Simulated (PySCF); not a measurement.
# Unknowns

Computed data (PySCF): coordinates at the GFN2-xTB level, σ from GIAO-PBE0/pcSseg-1. One computed conformer, one averaged value for each set of equivalent atoms, no solvent, non-relativistic Hamiltonian.

References, each an isolated molecule treated in the same way: TMS for $^{1}$H (σref 31.72), $^{13}$C (σref 186.93). Where no couplings were computed, multiplicities follow the n + 1 count of equivalent neighbours, and m marks all less simple cases (inequivalent or close neighbours, rings, F or P nearby). Shifts are as computed. Against solution values, carbons near 30 ppm lie about +3 ppm off and those near 130 ppm about +5 ppm. Of 1211 compounds with measured shifts, 218 miss one by over three times the rms of a fit or turn the order of signals round; such compounds aren't used in these exercises.

Q: C₈H₁₂OSi. $^{1}$H NMR (600 MHz, computed): δ 6.95 (m, 1H), 6.43 (m, 1H), 6.19 (m, 1H), 5.39 (m, 1H), 5.19 (m, 1H), 4.75 (q, 2H), 3.50 (d, 2H), 0.35 (t, 3H). $^{13}$C{$^{1}$H} NMR (computed): δ 166.1 (C), 154.7 (C), 145.9 (CH), 129.9 (CH), 120.0 (CH2), 114.6 (CH), 39.8 (CH2), -8.0 (CH3). Give a structure.

A: SMILES C=CCc1ccc([SiH2]C)o1. Rings plus π bonds: 4 (1 ring in the answer). 8 carbon signals for 8 carbons: no two carbons are equivalent. Carbon types of the structure: 2 × C, 3 × CH, 2 × CH2, 1 × CH3, leaving 2 H on heteroatoms. δC 166.1, 154.7: substituted aromatic carbon next to the ring oxygen. δC 145.9: alkene CH; as expected for a trigonal carbon in a double bond. δC 129.9, 114.6: aromatic CH. δC 120.0: terminal =CH2 carbon; an sp2 carbon of a C=C bond.

The data come from this structure; uniqueness wasn't tested.

Q: C₈H₁₂OSi. $^{1}$H NMR (600 MHz, computed): δ 6.87 (d, 1H), 6.05 (br s, 1H), 6.04 (d, 1H), 5.39 (br s, 1H), 5.25 (m, 1H), 2.41 (m, 1H), 2.31 (m, 1H), 2.19 (m, 1H), 2.11 (m, 1H), 2.08 (m, 1H), 2.03 (m, 1H), 1.97 (m, 1H). $^{13}$C{$^{1}$H} NMR (computed): δ 161.7 (CH), 152.1 (C), 124.6 (CH2), 121.2 (CH), 22.1 (CH2), 22.1 (CH2), 21.8 (CH), 21.6 (CH2). What is it?

A: SMILES C1CC([Si@H]2C(=C)C=CO2)C1. The formula gives 4 degrees of unsaturation (2 rings in the answer). 8 carbon signals for 8 carbons: no two carbons are equivalent. Carbon types of the structure: 1 × C, 3 × CH, 4 × CH2, leaving 1 H on heteroatoms. δC 161.7: alkene carbon bearing oxygen; an sp2 carbon further deshielded by the attached heteroatom. δC 152.1: fully substituted alkene carbon; as expected for a trigonal carbon in a double bond. δC 124.6: terminal =CH2 carbon; as expected for a trigonal carbon in a double bond. δC 121.2: β carbon of an enol-ether or enamine type C=C.

The data come from this structure; uniqueness wasn't tested.
